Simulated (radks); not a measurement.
Values are calculated unless marked as measured or tabulated.
The rubidium ion Rb+, 36 electrons, occupied as [Kr].

Code: a radial shooting solver on a logarithmic mesh with Libxc functionals. Model: scalar-relativistic Kohn-Sham, SCAN, spin-polarised, spherical densities, finite nucleus; meta-GGA in the generalised Kohn-Sham scheme; Fermi nuclear charge, rms radius 4.2036 fm.

Energy parts (eV):
part                       energy
total                  -81138.521
kinetic                 83101.267
electron-nucleus      -195326.981
Hartree                 33842.854
exchange-correlation    -2755.661

Orbitals (lengths in bohr, moments of r in powers of bohr; r(90%) holds 90 % of the orbital's charge):
orbital  occ.  eigenvalue (eV)   <1/r>  r(90%)
1s          2        -15076.67   37.87  0.0721
2s          2        -2030.194   8.449   0.275
2p          6        -1797.682   8.240   0.253
3s          2        -310.8843   2.815   0.756
3p          6        -235.4173   2.657   0.787
3d         10        -111.3621   2.389   0.855
4s          2         -38.7824  0.9138    2.16
4p          6         -22.1830  0.7728    2.58

The highest occupied level is 4p at -22.183 eV. Summed over all electrons, <r^2> = 31.17 bohr^2, which gives a Langevin (diamagnetic) susceptibility term of -24.7 x 10^-6 cm^3/mol. The density falls to 0.001 e/bohr^3 at r = 3.61 bohr. For comparison, the ionisation energy in NIST's Atomic Spectra Database is 27.290 eV (measured). In exact Kohn-Sham theory the highest level is minus the ionisation energy, but local and semilocal functionals leave it too shallow, through self-interaction and a potential that decays too fast; potentials with the right tail come closer.
